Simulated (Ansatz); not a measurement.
```xyz
2

P     0.0000    0.0000   -0.8699
P     0.0000    0.0000    0.8699
```

Basis set: cc-pVTZ (spherical functions). Correlated methods keep 10 orbitals frozen. Charge 0, multiplicity 1.

Computed with Ansatz (development build ahead of 0.2.0); each method stands on the lowest determinant of its kind that the runs found. Restricted open shells among the atoms or ions are ROHF, correlated in semicanonical orbitals with singles.

Give the atomization energy at this shape (free ground-state atoms in the same class of orbitals less the molecule, no zero-point energy) of singlet P₂ by RHF-MP2, RHF.

| method | atomization energy |
| --- | --- |
| RHF-MP2 | 377.0 kJ/mol |
| RHF | 117.0 kJ/mol |

Caution: no unrestricted run beside it, a lower state can exist; the shape is not the minimum.
